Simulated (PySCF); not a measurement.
Isomers of C2H4Si. All species are isolated molecules in the gas phase. One relaxed conformer stands for each flexible species; it need not be the lowest. Strings in code marks are SMILES.

Computed with B3LYP-D3(BJ)/def2-TZVP (PySCF). B3LYP has the VWN-RPA correlation part, as in Gaussian. 

| species | LUMO (eV) | HOMO–LUMO gap (eV) |
|---|---|---|
| `C=C=[SiH2]` | -1.26 | 4.80 |
| `C1=C[SiH2]1` | -0.46 | 6.80 |
| `[SiH3]C#C` | -0.29 | 7.78 |
| `C1C[Si]1` | -2.63 | 3.71 |
| `C=C[SiH]` (C–C–Si–H torsion 179°) | -2.91 | 3.27 |
